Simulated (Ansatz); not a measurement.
This geometry of CH$_{8}$BNO$_{2}$Si (14 atoms, charge 0, multiplicity 1) is a first-order saddle point.

All numbers below come from RKS PBE0-D4/def2-SVP in Ansatz.

```xyz
14
Properties=species:S:1:pos:R:3
O 0.321 -2.612 1.150
B -0.035 -1.711 0.170
N 0.832 -0.667 -0.199
C 0.544 0.377 -1.135
O 0.348 1.625 -0.529
Si -0.857 1.932 0.591
H 0.851 -3.361 0.872
H -1.124 -1.759 -0.370
H 1.721 -0.572 0.285
H 1.380 0.507 -1.842
H -0.349 0.071 -1.709
H -0.562 1.333 1.927
H -0.917 3.413 0.718
H -2.165 1.396 0.100
```

Question: Which two structures does it join? (They come from a converged band through this point; their orientation in space is the band's.)

Answer: No bond is made or broken. The dihedral H7–O1–B2–N3 goes from 179 to 1°.

Image 0:

```xyz
14
Properties=species:S:1:pos:R:3
O 0.531 -2.568 1.043
B 0.102 -1.709 0.075
N 0.885 -0.571 -0.208
C 0.595 0.436 -1.177
O 0.269 1.680 -0.613
Si -0.839 1.851 0.628
H -0.068 -3.307 1.171
H -0.922 -1.893 -0.550
H 1.738 -0.424 0.324
H 1.463 0.616 -1.833
H -0.236 0.067 -1.806
H -0.293 1.429 1.954
H -1.158 3.304 0.675
H -2.080 1.061 0.346
```

Image 10:

```xyz
14
Properties=species:S:1:pos:R:3
O 0.096 -2.762 0.883
B -0.102 -1.769 -0.025
N 0.784 -0.681 -0.211
C 0.599 0.389 -1.143
O 0.340 1.623 -0.529
Si -0.842 1.837 0.635
H 0.896 -2.667 1.410
H -1.097 -1.835 -0.709
H 1.623 -0.589 0.355
H 1.502 0.537 -1.758
H -0.230 0.104 -1.815
H -0.433 1.295 1.967
H -1.029 3.309 0.747
H -2.120 1.179 0.221
```

Question: How far does it lie above each of them?

Answer: 9.7 kcal/mol above the first and 7.5 kcal/mol above the second. This is the barrier of this one path; another mechanism may lie lower.

Run time: 15 min on 2 threads of Arm Neoverse V1 (shared host), peak memory 0.32 GiB.
